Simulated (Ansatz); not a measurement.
Basis-set extrapolation for C₂H₃BO₂ (PBE0-D4/def2-TZVP geometry, frozen core, Ansatz 0.2.0). Multiplicity 1, RHF reference.

```csv
,def2-TZVPP,def2-QZVPP
HF,-251.870785,-251.881935
MP2 correlation,-0.887020,-0.951169
CCSD(T) correlation,-0.941391,not run
```

Energies in hartree. Use E(X) = E(∞) + A·exp(−7.88·√X) for Hartree–Fock and E(X) = E(∞) + B·X^(−2.97) for correlation, with X = 3 and 4, and add CCSD(T) minus MP2 of the smaller set to the MP2 limit.

Q: What is the CCSD(T) energy at the basis-set limit?

A: HF limit: -251.881935 + (-0.011150) × 0.13774 = -251.88347. MP2 limit: -0.951169 + (-0.064149) × 0.74074 = -0.99869. Higher-order term: -0.941391 − (-0.887020) = -0.05437. Total: -252.93653 hartree, 78.0 kcal/mol below CCSD(T)/def2-TZVPP.
